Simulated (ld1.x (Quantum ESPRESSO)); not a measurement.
## Logarithmic derivatives: Ti, TM

```json
{"Element": "Ti (Z = 22)", "Generator": "ld1.x (Quantum ESPRESSO) 7.5", "Type": "norm-conserving Troullier–Martins (Kleinman–Bylander form)", "Functional": "BP86", "Relativity": "scalar-relativistic", "Frozen core": "[Ar]", "Valence charge": "4", "Reference configuration": "3d2 4s1.5 4p0.5", "Partial waves": "4p (bound): rc 4.00 bohr; 3d (bound): rc 2.35 bohr; 4s (bound): rc 3.05 bohr", "Local potential": "the s channel", "Core correction": "a·sin(br)/r model core inside 2.25 bohr"}
```

The phase is arctan(r·u′/u) with u = r·R(r), unwrapped; energies in Ry, scanned from -2 to 5 Ry. A pole is an energy at which the radial function vanishes at the test radius. The pseudo phase is shifted by a multiple of π to meet the all-electron one at the reference energy, and phase errors are pseudo minus all-electron; the curves can meet again beyond the range given. Levels narrower than the energy grid can be missing from the lists of poles.

Task: For each channel, where are the poles, and over which energies does the pseudopotential scatter like the atom?

Result:

| channel | radius (bohr) | reference energy (Ry) | poles, all-electron | poles, pseudo | unbroken range about the reference energy with phases within 0.05 rad | phase error 1 Ry above the reference energy (rad) |
| --- | --- | --- | --- | --- | --- | --- |
| s | 4.33 | -0.37 | -0.04, 2.58 | -0.05, 2.20, 4.84 | below 0.7 | -0.030 |
| p | 4.33 | -0.14 | 0.42, 3.12 | 0.41, 3.06 | below 1.2 | -0.010 |
| d | 4.33 | -0.37 | -0.34, 1.29, 4.02 | -0.34, 1.52 | below 0.2 | +0.173 |

Phases in the d channel:

```csv
E (Ry),all-electron,pseudo
-2.00,1.406,1.406
-1.76,1.395,1.395
-1.52,1.381,1.382
-1.28,1.364,1.364
-1.04,1.339,1.340
-0.80,1.302,1.302
-0.56,1.216,1.218
-0.32,-1.670,-1.668
-0.08,-1.943,-1.933
0.16,-2.209,-2.165
0.40,-3.138,-2.884
0.64,-4.232,-4.066
0.88,-4.532,-4.453
1.12,-4.656,-4.597
1.36,-4.732,-4.675
1.60,-4.796,-4.729
1.84,-4.870,-4.776
2.08,-4.988,-4.823
2.32,-5.304,-4.881
2.56,-6.679,-4.971
2.80,-7.473,-5.160
3.04,-7.660,-5.803
3.28,-7.741,-7.099
3.52,-7.790,-7.510
3.76,-7.824,-7.650
4.00,-7.852,-7.719
4.24,-7.877,-7.763
4.48,-7.903,-7.793
4.72,-7.933,-7.816
4.96,-7.971,-7.836
```
